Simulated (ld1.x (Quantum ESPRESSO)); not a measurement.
## u(r) = r·R(r): atom against pseudo-atom (Sr)

Columns: radius, all-electron u(r) and pseudo u(r) of the 4d shell (level -13.29 eV) of strontium in the configuration [Ar] 3d10 4s2 4p6 4d0 5s0 5p0; PBE, scalar-relativistic, TM semilocal scheme, ld1.x (Quantum ESPRESSO) 7.5.

```tsv
r (bohr)	all-electron	pseudo
0.170	0.1773	-0.0026
0.340	0.2708	-0.0202
0.510	0.1538	-0.0638
0.680	-0.0343	-0.1372
0.850	-0.2183	-0.2363
1.020	-0.3722	-0.3497
1.190	-0.4901	-0.4624
1.360	-0.5733	-0.5600
1.530	-0.6266	-0.6324
1.700	-0.6555	-0.6756
1.870	-0.6655	-0.6917
2.040	-0.6612	-0.6860
2.210	-0.6463	-0.6655
2.380	-0.6242	-0.6364
2.550	-0.5970	-0.6034
2.720	-0.5665	-0.5690
2.890	-0.5338	-0.5345
3.060	-0.4999	-0.5000
3.230	-0.4654	-0.4654
3.400	-0.4309	-0.4309
3.570	-0.3970	-0.3970
3.740	-0.3641	-0.3641
3.910	-0.3324	-0.3324
4.080	-0.3024	-0.3024
4.250	-0.2741	-0.2741
4.420	-0.2477	-0.2477
```

How many radial nodes do the two functions have?

The all-electron 4d function has n − l − 1 = 1; the pseudo-wave has 0, since the states of the same l below it are removed with the core.

At about which radius was the pseudo-wave matched?

3.40 bohr. The columns agree to 0.0005 from 3.06 bohr on; several derivatives are matched, so the curves merge somewhat inside the radius.

Is the pseudo-wave norm-conserving?

Yes: the TM semilocal scheme keeps the norm inside the radius equal to the all-electron one, which fixes the energy derivative of the logarithmic derivative at the level.
